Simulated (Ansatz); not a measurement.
A structure relaxed at PBE0-D4/def2-TZVP, charge 0, multiplicity 1:

| atom | x (Å) | y (Å) | z (Å) |
| --- | --- | --- | --- |
| Si1 | -1.5206 | -0.9241 | -0.1640 |
| B2 | -0.1225 | 0.1683 | 0.7798 |
| Si3 | 1.4771 | 0.8283 | -0.2148 |
| Cl4 | 2.9147 | 1.7518 | 0.9435 |
| H5 | -2.8951 | -0.4652 | 0.1783 |
| H6 | -1.3787 | -0.9448 | -1.6450 |
| H7 | -1.3541 | -2.3211 | 0.3373 |
| H8 | -0.2742 | 0.3881 | 1.9447 |
| H9 | 2.1388 | -0.2965 | -0.9294 |
| H10 | 1.0146 | 1.8151 | -1.2304 |

**Question.** Give its formula and SMILES.

**Answer.** BClH6Si2, `[SiH3]B[SiH2]Cl`.

**Question.** Summarise the bond lengths by kind.

**Answer.** 2 × B–Si 1.996 to 2.010 Å; 5 × H–Si 1.488 to 1.493 Å; 1 × B–H 1.195 Å; 1 × Cl–Si 2.064 Å.

Results of the Gaussian-basis code of Ansatz.
